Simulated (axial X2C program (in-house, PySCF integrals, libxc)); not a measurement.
Testing model relations on ZrP⁺

A bond curve at the PBE0 level, 2c, was computed with an axial X2C code built on PySCF integrals (basis Zr dyall-cv3z [11s12p9d6f3g], P dyall-v3z [8s7p2d1f] (cores contracted in-house)) for the state Ω = 0 (closed shell). Its fit gives Re = 2.1457 Å, ωe = 564.3 cm⁻¹, ωexe = 1.14 cm⁻¹ and αe = 4.674e-04 cm⁻¹; the masses are 89.9047 and 30.9738 u. Two-component means X2C with spin–orbit coupling and atomic mean-field Coulomb and Gaunt terms.

(1) Find the reduced mass, Be and the force constant.

(2) A Morse curve ties αe to the other constants (Pekeris). How well does that hold?

(3) Where do the fundamental and the first overtone lie?

(4) Give B0, the J = 1←0 line in GHz and the most populated J at 300 K (kT = 208.5 cm⁻¹).

(5) Estimate the centrifugal constant by the Kratzer relation.

Occupations by symmetry block were frozen at the best pattern of an incomplete PBE0 search.

Answers

(1) From the PBE0 values: μ = 23.0371 u. Be = 16.8576/(μ Re²) = 0.1589 cm⁻¹. k = 5.8918×10⁻⁷ μ ωe² = 4.32 mdyn/Å.

(2) αe(Morse) = 6Be²/ωe × (√(ωexe/Be) − 1) = 4.508e-04 cm⁻¹; the PBE0 curve gives 4.674e-04 cm⁻¹, a ratio of 0.96.

(3) ν(1←0) = ωe − 2ωexe = 562.0 cm⁻¹; ν(2←0) = 2ωe − 6ωexe = 1121.8 cm⁻¹.

(4) B0 = Be − αe/2 = 0.1587 cm⁻¹; 2B0 = 9.516 GHz; J(max) ≈ √(kT/2B0) − 1/2 = 25.1, so J = 25.

(5) D = 4Be³/ωe² = 5.04e-08 cm⁻¹.
